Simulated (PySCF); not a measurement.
C4H7F3Ge.
Z-matrix (Å and degrees, PBE0-D3(BJ)/def2-SVP geometry), rows numbered from 1:
```
C 
C   1  1.3389
C   2  1.4998  1  123.40
Ge  2  1.9420  1  118.74  3  -179.97
C   4  2.0011  2  108.46  1   116.65
F   5  1.3461  4  111.46  2    54.14
F   5  1.3392  4  111.55  2   -65.48
F   5  1.3399  4  112.21  2   174.16
H   1  1.0971  2  121.03  3     0.04
H   1  1.0942  2  122.46  3   179.87
H   3  1.1008  2  111.49  1    -1.41
H   3  1.1029  2  111.08  1   119.30
H   3  1.1018  2  111.17  1  -122.49
H   4  1.5378  2  112.28  1  -127.08
H   4  1.5341  2  111.43  1    -0.94
```

The calculation used TDDFT CAM-B3LYP/def2-SVPD, vertical, gas phase, core orbitals frozen in the response (PySCF). The CAM-B3LYP/def2-SVPD calculation is non-relativistic and has no spin–orbit coupling, an omission that weighs most on germanium.

Frontier orbitals with the atoms that hold most of them (Löwdin shares over 4%, at most four atoms; ? is withheld):

| orbital | ε (eV) | atoms |
| --- | --- | --- |
| HOMO-3 | -11.43 | Ge4 38%, H14 24%, H15 22% |
| HOMO-2 | -10.93 | Ge4 24%, C5 18%, F6 11%, F7 11% |
| HOMO-1 | -10.27 | ? |
| HOMO | -9.22 | C1 36%, C2 33%, C3 8%, Ge4 5% |
| LUMO | ? | ? |
| LUMO+1 | 0.92 | Ge4 34%, C1 12%, C3 9%, H15 8% |
| LUMO+2 | 1.49 | Ge4 30%, H15 12%, C5 11%, F8 10% |

(1) Give the leading atoms of the LUMO.

(2) Which atoms hold the HOMO-1, and with what shares?

(3) What is the LUMO energy, and the HOMO–LUMO gap?

Results:

(1) C1 (bonded to C and 2 H) 32%; C2 (bonded to 2 C and Ge) 27%; Ge4 (bonded to 2 C and 2 H) 12%; H9 (bonded to C) 6%. By element: carbon 59% or more, germanium 12%, hydrogen 6% or more.

(2) C2 (bonded to 2 C and Ge) 28%; Ge4 (bonded to 2 C and 2 H) 20%; C1 (bonded to C and 2 H) 11%; C3 (bonded to C and 3 H) 10%. By element: carbon 49% or more, germanium 20%.

(3) ε(LUMO) = 0.54 eV; the gap is 9.76 eV (0.3586 hartree).

Q: How does S1 compare with the orbital gap of 9.76 eV?

A: S1 is at 6.85 eV (f = 0.0029), 2.91 eV below the gap, made of HOMO-1→LUMO (88%). Its leading pair isn't HOMO and LUMO; the energies of that pair differ by 10.81 eV. Without the coupling terms of the response equations the lowest excitation would equal the gap.

Q: Give energy, strength and leading configuration of S1, S2, S3 and S7, and follow the Löwdin shares of the leading atoms from the occupied to the empty orbital.

A: 
- S1 (6.85 eV, f 0.0029), HOMO-1→LUMO (88%): C2 28% → 27%, Ge4 20% → 12%, C1 11% → 32%
- S2 (7.02 eV, f 0.397), HOMO→LUMO (95%): C1 36% → 32%, C2 33% → 27%
- S3 (7.26 eV, f 0.0030), HOMO→LUMO+1 (81%): C1 36% → 12%, C2 33% → at most 9%, Ge4 5% → 34%
- S7 (8.37 eV, f 0.015), HOMO-1→LUMO+1 (87%): C2 28% → at most 9%, Ge4 20% → 34%, C1 11% → 12%

Löwdin shares depend on the basis, the more so with diffuse functions.

One conformer stands for the species.
